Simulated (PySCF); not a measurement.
# NMR problem set

[PySCF: coordinates at the GFN2-xTB level; NMR shieldings at PBE0/pcSseg-1/GIAO; non-relativistic; one computed conformer; in vacuum; one averaged value for each set of equivalent atoms]

Referencing at the same level of theory: ¹H (31.72 ppm) and ¹³C (186.93 ppm) vs TMS. Splittings of carbon signals by F and P are missing where no couplings were computed. Where no couplings were computed, multiplicities follow the n + 1 count of equivalent neighbours, and m marks all less simple cases (inequivalent or close neighbours, rings, F or P nearby). Shifts are as computed. Against solution values, carbons near 30 ppm lie about +3 ppm off and those near 130 ppm about +5 ppm. Of 1309 compounds with measured shifts, 239 miss one by over three times the rms of a fit or turn the order of signals round; such compounds aren't used in these exercises.

Task: C4H5FSi2. ¹H NMR (400 MHz, computed): δ 8.07 (m, 1H), 7.73 (m, 1H), 5.05 (m, 1H), 5.01 (m, 1H), 2.26 (s, 1H). ¹³C{¹H} NMR (computed): δ 181.5 (CH), 171.6 (CH), 105.3 (CH), 87.7 (C). What is it?

Result: SMILES F[Si@@]1(C#C)C=C[SiH2]1. The formula gives 4 degrees of unsaturation (1 ring in the answer). 4 carbon signals for 4 carbons: no two carbons are equivalent. Carbon types of the structure: 1 × C, 3 × CH, leaving 2 H on heteroatoms. δC 181.5, 171.6: alkene CH. δC 105.3: terminal alkyne carbon. δC 87.7: alkyne carbon; the triple bond shields along its axis, which puts it between sp3 and sp2 carbons. δH 2.26: hydrogen on a terminal alkyne carbon; it lies on the axis of the triple bond, in its shielding cone.

This is the structure that produced the data.

Task: C5H5FO3. ¹H NMR (600 MHz, computed): δ 5.79 (m, 1H), 5.65 (m, 1H), 3.76 (s, 3H). ¹³C{¹H} NMR (computed): δ 151.8 (C), 141.8 (C), 135.6 (CH), 132.6 (CH), 54.9 (CH3). Identify the compound.

Result: SMILES COC1=C(F)OC=CO1. Rings plus π bonds: 3 (1 ring in the answer). 5 carbon signals for 5 carbons: no two carbons are equivalent. Carbon types of the structure: 2 × C, 2 × CH, 1 × CH3, which accounts for all hydrogens. δC 151.8, 141.8, 135.6, 132.6: alkene carbon bearing oxygen. δC 54.9: methyl carbon bonded to O; pulled downfield by the heteroatom. δH 5.79, 5.65: hydrogen on an alkene carbon bearing oxygen; attached to an sp2 carbon and in the plane of the double bond. δH 3.76: hydrogen on a methyl carbon bonded to O; its carbon carries O, which withdraws density.

This is the structure that produced the data.
